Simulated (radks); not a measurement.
Question: These are the eigenvalues of the occupied orbitals of an atom or ion with whole-number occupations (hartree). Calculated with a radial shooting solver on a logarithmic mesh with Libxc functionals: scalar-relativistic Kohn-Sham, r2SCAN, spin-polarised, spherical densities, finite nucleus; meta-GGA in the generalised Kohn-Sham scheme; Fermi nuclear charge, rms radius of each element as measured or else 0.836 A^(1/3) + 0.57 fm.

1s up: -491.6035
1s down: -491.5907
2s up: -65.09031
2s down: -65.08809
2p up: -57.43860
2p down: -57.42914
3s up: -9.86032
3s down: -9.84948
3p up: -7.41404
3p down: -7.40089
3d up: -3.38522
3d down: -3.36674
4s up: -1.62602
4s down: -1.46491
4p up: -1.10428

Which element is it, and in what charge state? The configuration may be excited. Open shells, if any, are filled with parallel spins first.

Answer: Z = 35, bromine, charge +2: Br2+ in [Ar] 3d10 4s2 4p3. The list shows which subshells hold electrons but not how many an open one holds; the 1s level, -491.6 hartree, gives Z - s = 31.4 by -(Z - s)^2/2, which with screening and relativity narrows Z to a few neighbours, and the depths of the outer levels then fix element, charge and occupations together.
